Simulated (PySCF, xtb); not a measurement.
CuF, SMILES [F][Cu] (connectivity only; charge and spin as stated), charge -1, multiplicity 2.

Harmonic wavenumbers (cm⁻¹) from xtb with GFN2-xTB at its own minimum, in rising order: 516.

### Question
What does PBE-D3(BJ)/def2-TZVPD in PySCF 2.14.0 give at its own minimum? (An estimate is asked for; the answer gives what the named calculation found.)

### Answer
443. Paired by order, the mean absolute difference is 73 cm⁻¹ and the zero-point energies are 0.7 and 0.6 kcal/mol.
